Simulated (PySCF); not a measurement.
H₂Te₂, SMILES [TeH][TeH].

The structure is a stationary point at PBE-D3(BJ)/def2-TZVP. The def2 effective core potentials stand for the cores of Te; spin–orbit coupling is left out.

Method: PBE-D3(BJ)/def2-TZVP (PySCF).

Frequencies are harmonic and unscaled.

Computed harmonic wavenumbers and intensities:
```tsv
mode	ν (cm⁻¹)	IR (km/mol)	moving atoms (share of kinetic energy)
1	193	0.0	Te 100 %
2	316	0.1	H 99 %
3	568	0.7	H 99 %
4	572	32.7	H 99 %
5	2024	33.6	H 99 %
6	2026	51.1	H 99 %
```
